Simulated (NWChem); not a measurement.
# CH5O3Sb; SMILES [OH][Sb]([O]C)[OH]

```xyz
10

Sb    -0.0067     0.4882     0.3589
O      1.4521     0.5514    -0.9656
H      1.0825     0.3279    -1.8327
O     -1.3025     0.5073    -1.1564
H     -2.2054     0.2869    -0.8970
O     -0.0769    -1.4638     0.6868
C      0.0842    -2.3844    -0.3599
H      1.1160    -2.3858    -0.7565
H     -0.1339    -3.3937     0.0259
H     -0.6028    -2.1846    -1.2033
```
Atoms are numbered in this order, from 1.

Results from NWChem. Geometry: optimised at PBE0/def2-SVP. Not confirmed as a minimum by frequencies. def2 effective core potentials on Sb; no spin-orbit coupling. B3LYP is NWChem's, with the RPA form of VWN correlation. Vertical excitations in the gas phase.

Question: What does the run give for B3LYP/def2-SVP, full TDDFT? Quantities: lowest excitation, singlet (eV); lowest state with f > 0.02, singlet (eV); orbital gap (eV).

Answer: lowest excitation, singlet (eV): 5.56
lowest state with f > 0.02, singlet (eV): 6.36
orbital gap (eV): 6.42
